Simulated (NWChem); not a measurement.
System: CH₅FGe; SMILES [CH3][GeH2][F]

Here is an NWChem input.

```
start job
memory heap 200 mb stack 900 mb global 1100 mb
geometry units angstroms noautoz
  Ge     0.323236     0.102368     0.000678
  C     -0.719220    -1.548331     0.001572
  F     -0.826403     1.444343     0.000520
  H      1.178811     0.271424     1.285580
  H      1.178230     0.270638    -1.284702
  H     -1.357416    -1.596696    -0.901537
  H     -0.039575    -2.423794     0.006381
  H     -1.363407    -1.591529     0.900686
end
basis spherical
  * library 6-31g*
end
dft
  xc m06-2x
  grid xcoarse
  iterations 150
  mulliken
end
task dft gradient
```

Output (shortened):

```
             Northwest Computational Chemistry Package (NWChem) 7.3.0
             --------------------------------------------------------

 C1  symmetry detected

                             Geometry "geometry" -> ""
                             -------------------------

 Output coordinates in angstroms (scale by  1.889725989 to convert to a.u.)

  No.       Tag          Charge          X              Y              Z
 ---- ---------------- ---------- -------------- -------------- --------------
    1 Ge                  32.0000     0.36024470     0.05246709    -0.00000623
    2 C                    6.0000    -0.74159439    -1.55920072    -0.00002142
    3 F                    9.0000    -0.73979453     1.43539170    -0.00000215
    4 H                    1.0000     1.22101706     0.18981488     1.28520511
    5 H                    1.0000     1.22118447     0.18996956    -1.28507707
    6 H                    1.0000    -1.38085484    -1.58398501    -0.90333254
    7 H                    1.0000    -0.09426157    -2.45881964     0.00466151
    8 H                    1.0000    -1.38719839    -1.57924779     0.89889043

 Effective nuclear repulsion energy (a.u.)     210.0872954991

                                 NWChem DFT Module
                                 -----------------

 Summary of "ao basis" -> "ao basis" (spherical)
 ------------------------------------------------------------------------------
       Tag                 Description            Shells   Functions and Types
 ---------------- ------------------------------  ------  ---------------------
 Ge                          6-31g*                 12       32   5s4p3d
 C                           6-31g*                  6       14   3s2p1d
 F                           6-31g*                  6       14   3s2p1d
 H                           6-31g*                  2        2   2s

            General Information
            -------------------
          SCF calculation type: DFT
          Wavefunction type:  closed shell.
          No. of atoms     :     8
          No. of electrons :    52
           Alpha electrons :    26
            Beta electrons :    26
          Charge           :     0
          Spin multiplicity:     1
          Use of symmetry is: off; symmetry adaption is: off
          Maximum number of iterations: 150
          AO basis - number of functions:    70
                     number of shells:    34
          Convergence on energy requested:  1.00D-06
          Convergence on density requested:  1.00D-05
          Convergence on gradient requested:  5.00D-04

              XC Information
              --------------
                       M06-2X Method XC Functional
                     Hartree-Fock (Exact) Exchange  0.540
                        M06-2X Exchange Functional  1.000
                      M06-2X Correlation Potential  1.000

             Grid Information
             ----------------
          Grid used for XC integration:  xcoarse
          Radial quadrature: Mura-Knowles
          Angular quadrature: Lebedev.
          Tag              B.-S. Rad. Rad. Pts. Rad. Cut. Ang. Pts.
          ---              ---------- --------- --------- ---------
          Ge                  1.25       75           7.0       194
          C                   0.70       21           8.0       194
          F                   0.50       21          10.0       194
          H                   0.35       21           9.0       194
          Grid pruning is: on
          Number of quadrature shells:   222
          Spatial weights used:  Erf1

      Superposition of Atomic Density Guess
      -------------------------------------

 Sum of atomic energies:       -2214.54518534

      Non-variational initial energy
      ------------------------------

 Total energy =   -2215.415352
 1-e energy   =   -3504.585947
 2-e energy   =    1079.083300
 HOMO         =      -0.366694
 LUMO         =       0.043767

     ---------------------------------------------
      Total Density - Mulliken Population Analysis
     ---------------------------------------------

    Atom       Charge   Shell Charges
 -----------   ------   -------------------------------------------------------
    1 Ge  32    31.13   2.00  2.00  6.00  2.00  5.99  1.11  1.48  0.15  0.25  6.89  2.96  0.29
    2 C    6     6.90   2.00  0.72  2.05  0.70  1.40  0.02
    3 F    9     9.69   2.00  0.96  3.49  1.01  2.23  0.01
    4 H    1     1.01   0.45  0.57
    5 H    1     1.01   0.45  0.57
    6 H    1     0.75   0.45  0.30
    7 H    1     0.74   0.45  0.29
    8 H    1     0.75   0.45  0.30

   convergence    iter        energy       DeltaE   RMS-Dens  Diis-err
 ---------------- ----- ----------------- --------- --------- ---------
 d= 0,ls=0.0,diis     1  -2217.5622194740 -2.43D+03  1.22D-02  4.67D-01
 d= 0,ls=0.0,diis     2  -2217.5721643747 -9.94D-03  5.48D-03  5.44D-01
 d= 0,ls=0.0,diis     3  -2217.6160206591 -4.39D-02  6.33D-04  4.15D-03
 d= 0,ls=0.0,diis     4  -2217.6164348795 -4.14D-04  1.97D-04  2.54D-04
 d= 0,ls=0.0,diis     5  -2217.6164633360 -2.85D-05  6.42D-05  5.26D-05
  Resetting Diis
 d= 0,ls=0.0,diis     6  -2217.6164696509 -6.31D-06  1.97D-05  1.40D-06
 d= 0,ls=0.0,diis     7  -2217.6164699354 -2.85D-07  4.39D-06  6.13D-08

         Total DFT energy =    -2217.616469935409
      One electron energy =    -3507.044451536594
           Coulomb energy =     1176.162428105472
    Exchange-Corr. energy =      -96.821742003413
 Nuclear repulsion energy =      210.087295499126

 Numeric. integr. density =       52.000050221458

                       DFT Final Molecular Orbital Analysis
                       ------------------------------------

 Vector   24  Occ=2.000000D+00  E=-4.593275D-01
              MO Center= -3.7D-01, -3.9D-01,  1.7D-03, r^2= 3.8D+00
   Bfn.  Coefficient  Atom+Function         Bfn.  Coefficient  Atom+Function
  ----- ------------  ---------------      ----- ------------  ---------------
    50      0.364035  3 F  py                54      0.251911  3 F  py
    35     -0.221551  2 C  px                36      0.218594  2 C  py
    67     -0.207074  7 H  s                 11      0.178261  1 Ge px
    68     -0.171283  7 H  s                 49     -0.133578  3 F  px
    12     -0.122666  1 Ge py                39     -0.116696  2 C  px

 Vector   25  Occ=2.000000D+00  E=-3.858559D-01
              MO Center=  6.8D-01,  2.3D-01, -5.6D-05, r^2= 2.9D+00
   Bfn.  Coefficient  Atom+Function         Bfn.  Coefficient  Atom+Function
  ----- ------------  ---------------      ----- ------------  ---------------
    13      0.378390  1 Ge pz                62      0.271987  4 H  s
    64     -0.271951  5 H  s                 51     -0.259608  3 F  pz
    61      0.223721  4 H  s                 63     -0.223704  5 H  s
    55     -0.201037  3 F  pz                 9     -0.156904  1 Ge pz
    37     -0.101227  2 C  pz                31     -0.087630  1 Ge d  1

 Vector   26  Occ=2.000000D+00  E=-3.724463D-01
              MO Center= -1.6D-01, -6.2D-01, -1.0D-05, r^2= 2.8D+00
   Bfn.  Coefficient  Atom+Function         Bfn.  Coefficient  Atom+Function
  ----- ------------  ---------------      ----- ------------  ---------------
    36      0.320102  2 C  py                11     -0.288785  1 Ge px
    12     -0.266504  1 Ge py                35      0.224750  2 C  px
    40      0.195968  2 C  py                50      0.161308  3 F  py
    49      0.160244  3 F  px                39      0.152407  2 C  px
    62     -0.139608  4 H  s                 64     -0.139623  5 H  s

 Vector   27  Occ=0.000000D+00  E= 4.733086D-02
              MO Center=  6.4D-01, -6.5D-02, -2.0D-04, r^2= 4.8D+00
   Bfn.  Coefficient  Atom+Function         Bfn.  Coefficient  Atom+Function
  ----- ------------  ---------------      ----- ------------  ---------------
    16      0.922464  1 Ge py                15     -0.477233  1 Ge px
    52     -0.385578  3 F  s                 14     -0.352909  1 Ge s
    38      0.337811  2 C  s                 12      0.244776  1 Ge py
    10     -0.211700  1 Ge s                 68      0.180836  7 H  s
    62      0.174868  4 H  s                 64      0.174873  5 H  s

 Vector   28  Occ=0.000000D+00  E= 8.272509D-02
              MO Center= -1.4D-01, -2.2D-01, -4.9D-04, r^2= 6.0D+00
   Bfn.  Coefficient  Atom+Function         Bfn.  Coefficient  Atom+Function
  ----- ------------  ---------------      ----- ------------  ---------------
    38      1.296920  2 C  s                 15      1.011129  1 Ge px
    16      0.658640  1 Ge py                14     -0.606896  1 Ge s
    40      0.269092  2 C  py                66     -0.199845  6 H  s
    70     -0.197705  8 H  s                 68     -0.185071  7 H  s
    52      0.174639  3 F  s                 54     -0.140192  3 F  py

[...]

                         DFT ENERGY GRADIENTS

    atom               coordinates                        gradient
                 x          y          z           x          y          z
   1 Ge      0.680764   0.099148  -0.000012    0.002251  -0.009432   0.000001
   2 C      -1.401410  -2.946462  -0.000040    0.005060   0.007387  -0.000014
   3 F      -1.398009   2.712497  -0.000004   -0.006216   0.007951   0.000002
   4 H       2.307388   0.358698   2.428685    0.002166   0.000725   0.004480
   5 H       2.307704   0.358990  -2.428444    0.002162   0.000730  -0.004481
   6 H      -2.609437  -2.993298  -1.707051   -0.005904   0.000200  -0.008789
   7 H      -0.178129  -4.646495   0.008809    0.006469  -0.007820   0.000041
   8 H      -2.621425  -2.984346   1.698657   -0.005988   0.000259   0.008761
```

Level: M06-2X/6-31G* (spherical d). Geometry: optimised at PBE-D3(BJ)/def2-SVP.
